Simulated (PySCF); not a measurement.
The PySCF input:
```python
from pyscf import gto, scf, cc

mol = gto.M(
    atom='''
B     0.98106325   -1.05992046   -0.04989976
N     1.37494395    0.29061409    0.18228070
B     0.39244819    1.28444706    0.30957374
N    -0.96506531    1.03622627    0.05511563
B    -1.40209965   -0.30055796   -0.17940997
N    -0.38755264   -1.27096670   -0.32061857
H     1.78919192   -1.90645476   -0.03050713
H     2.35520248    0.48796067    0.32713174
H     0.70048702    2.32894591    0.76549555
H    -1.66024944    1.76742990    0.10891670
H    -2.54768103   -0.52456909   -0.26618943
H    -0.65029188   -2.16427148   -0.72361180
''',
    basis='sto-3g',
    charge=1,
    spin=1,
    verbose=5,
)

mf = scf.UHF(mol)
mf.kernel()

mycc = cc.CCSD(mf, frozen=5)
mycc.kernel()
print('E(CCSD) = %.10f' % mycc.e_tot)
mf.analyze()
```

Q: Estimate the number of basis functions that CCSD/STO-3G (PySCF) returns for this input.

A: 36

Q: Give the coupled-cluster correlation energy (without the perturbative part) at the level CCSD/STO-3G.

A: -0.3230 Eh

Q: Estimate the MP2 correlation energy that CCSD/STO-3G returns for this input.

A: -0.2581 Eh

Q: Predict the total energy from CCSD/STO-3G.

A: -238.192564 Ha

Q: What nuclear repulsion energy does CCSD/STO-3G give?

A: 200.0178 Eh

Q: What is the computed SCF-reference HOMO energy (CCSD/STO-3G)?

A: -14.98 eV

These values belong to the state on which the SCF converged, which isn't shown to be the lowest.
